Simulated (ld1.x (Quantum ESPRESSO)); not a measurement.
**Scattering properties, ultrasoft potential for Cd (Z = 48)**

ld1.x (Quantum ESPRESSO) 7.5 input, shortened:

```
&input
   title='Cd', zed=48., rel=1, dft='PZ', iswitch=3,
   config='[Kr] 4d10 4f-2 5s1.5 5p0'
 /
 &inputp
   pseudotype=3, tm=.true., lloc=-1, rcloc=1.15,
   nlcc=.true., new_core_ps=.true., rcore=0.65
 /
8
4S  1  0   2.00   0.00  1.30  1.55  0.0
5S  2  0   1.50   0.00  1.30  1.55  0.0
4P  2  1   6.00   0.00  1.30  1.40  0.0
5P  3  1   0.00   0.00  1.30  1.40  0.0
4D  3  2  10.00   0.00  1.65  1.90  0.0
4D  3  2   0.00   0.40  1.65  1.90  0.0
4F  4  3  -2.00  -0.10  1.35  1.75  0.0
4F  4  3  -2.00   1.30  1.35  1.75  0.0
 &test
   configts(1)='4s2 4p6 4d10 5s1.5 5p0'
 /
```

The phase is arctan(r·u′/u) with u = r·R(r), unwrapped; energies in Ry, scanned from -10 to 5 Ry. A pole is an energy at which the radial function vanishes at the test radius. The pseudo phase is shifted by a multiple of π to meet the all-electron one at the reference energy, and phase errors are pseudo minus all-electron; the curves can meet again beyond the range given. Levels narrower than the energy grid can be missing from the lists of poles.

| channel | radius (bohr) | reference energy (Ry) | poles, all-electron | poles, pseudo | unbroken range about the reference energy with phases within 0.05 rad | phase error 1 Ry above the reference energy (rad) |
| --- | --- | --- | --- | --- | --- | --- |
| s | 2.06 | -0.70 | -8.03, 4.25 | -8.16, 1.26 | not even at the reference energy | +0.853 |
| p | 2.06 | -0.32 | -5.09 | -5.22, -3.45 | not even at the reference energy | +0.571 |
| d | 2.06 | -1.19 | -0.61 | -0.46 | not even at the reference energy | +0.057 |
| f | 2.06 | -0.10 | 4.22 | 4.01 | below 1.3 | -0.028 |

A Bessel basis up to 400 Ry misses an occupied level by 1.27 Ry, so cutoffs and ghosts were not judged. Its overlap operator is not positive definite in a basis up to 400 Ry (lowest eigenvalue s -0.04, d -117.46), so the file is unfit for use: the generalised eigenproblem breaks down once the basis is large enough, and its test numbers describe a broken file. The potential misses its own reference levels by up to 1.7 eV, so it is not fit for use.

Phases in the p channel:

```csv
E (Ry),all-electron,pseudo
-10.00,1.402,4.543
-9.76,1.399,4.540
-9.52,1.397,4.537
-9.28,1.393,4.534
-9.04,1.390,4.530
-8.80,1.387,4.527
-8.56,1.383,4.522
-8.32,1.379,4.518
-8.08,1.374,4.513
-7.84,1.369,4.508
-7.60,1.364,4.502
-7.36,1.358,4.495
-7.12,1.350,4.487
-6.88,1.341,4.477
-6.64,1.330,4.464
-6.40,1.316,4.446
-6.16,1.294,4.418
-5.92,1.258,4.365
-5.68,1.174,4.203
-5.44,0.700,2.356
-5.20,-1.435,1.556
-4.96,-1.648,1.449
-4.72,-1.709,1.401
-4.48,-1.741,1.368
-4.24,-1.762,1.335
-4.00,-1.779,1.286
-3.76,-1.794,1.135
-3.52,-1.808,-1.398
-3.28,-1.822,-1.690
-3.04,-1.836,-1.747
-2.80,-1.851,-1.777
-2.56,-1.867,-1.799
-2.32,-1.884,-1.818
-2.08,-1.903,-1.836
-1.84,-1.925,-1.854
-1.60,-1.950,-1.873
-1.36,-1.979,-1.893
-1.12,-2.013,-1.915
-0.88,-2.054,-1.939
-0.64,-2.105,-1.967
-0.40,-2.168,-1.999
-0.16,-2.250,-2.037
0.08,-2.357,-2.083
0.32,-2.501,-2.138
0.56,-2.696,-2.206
0.80,-2.949,-2.292
1.04,-3.247,-2.403
1.28,-3.545,-2.547
1.52,-3.800,-2.732
1.76,-3.996,-2.962
2.00,-4.141,-3.224
2.24,-4.249,-3.486
2.48,-4.331,-3.717
2.72,-4.395,-3.903
2.96,-4.446,-4.048
3.20,-4.488,-4.159
3.44,-4.522,-4.245
3.68,-4.552,-4.314
3.92,-4.577,-4.368
4.16,-4.598,-4.413
4.40,-4.618,-4.451
4.64,-4.635,-4.482
4.88,-4.651,-4.509
```
